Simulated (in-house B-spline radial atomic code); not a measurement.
Configurations of Mn III (Mn2+), with energies counted from [Ar] 3d5. Level of theory: scalar-relativistic (X2C) CAM-B3LYP, spin-polarised, spherical fractional occupations, exact exchange averaged over the configuration, Fermi nucleus of rms radius 3.7057 fm; calculated with a B-spline radial code for spherical atoms. Shells without spins written out take the highest spin.

Occupations are held fixed; configurations that lie above the ionisation limit could autoionise.

```json
{"configuration": "[Ar] 3d4 4s1", "E - E(ref) (eV)": "7.551", "highest orbital": "4s up", "its <r> (bohr)": "2.459"}
{"configuration": "[Ar] 3d4 4p1", "E - E(ref) (eV)": "13.685", "highest orbital": "4p up", "its <r> (bohr)": "2.863"}
{"configuration": "[Ne] 3s2 3p5 3d5 4s1", "E - E(ref) (eV)": "50.668", "highest orbital": "4s up", "its <r> (bohr)": "2.44"}
{"configuration": "[Ne] 3s2 3p5 3d5 4f1", "E - E(ref) (eV)": "69.42", "highest orbital": "4f up", "its <r> (bohr)": "5.749"}
```

Q: Order these further configurations by energy, lowest first.
A. [Ne] 3s2 3p5 3d5 4d1
B. [Ne] 3s2 3p5 3d6
C. [Ar] 3d4 4f1
D. [Ne] 3s2 3p5 3d5 4p1

A: C (26.084 eV), B (47.846 eV), D (56.868 eV), A (64.813 eV).
